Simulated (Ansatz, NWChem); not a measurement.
How basis sets differ on AgCl (silver chloride)

AgCl, singlet, SMILES `[Cl][Ag]`. Each level relaxes the structure for itself.

Quantity: the equilibrium bond length, in Å. The values are calculated.

Measured value to compare with: Huber and Herzberg, Constants of Diatomic Molecules gives the equilibrium bond length of the gas as 2.281 Å.

```json
{"level": "HF/STO-3G", "kind": "Hartree–Fock", "program": "Ansatz", "value (Å)": "2.082", "computed − measured": "-0.199"}
{"level": "HF/def2-SVP (core potential)", "kind": "Hartree–Fock", "program": "NWChem", "value (Å)": "2.376", "computed − measured": "+0.095"}
{"level": "HF/3-21G", "kind": "Hartree–Fock", "program": "Ansatz", "value (Å)": "2.483", "computed − measured": "+0.202"}
{"level": "HF/def2-SVPD (core potential)", "kind": "Hartree–Fock", "program": "NWChem", "value (Å)": "2.408", "computed − measured": "+0.127"}
{"level": "HF/def2-TZVP (core potential)", "kind": "Hartree–Fock", "program": "NWChem", "value (Å)": "2.380", "computed − measured": "+0.099"}
{"level": "HF/def2-TZVPD (core potential)", "kind": "Hartree–Fock", "program": "NWChem", "value (Å)": "2.384", "computed − measured": "+0.103"}
```

Nearest: HF/def2-SVP (core potential) (+0.095 Å); farthest: HF/3-21G (+0.202 Å). All-electron rows without a relativistic Hamiltonian named are non-relativistic, while core potentials hold scalar relativity, so basis and relativity change together. Without the sets that lack polarisation functions the rows with a basis span only 2.376 to 2.408 Å.
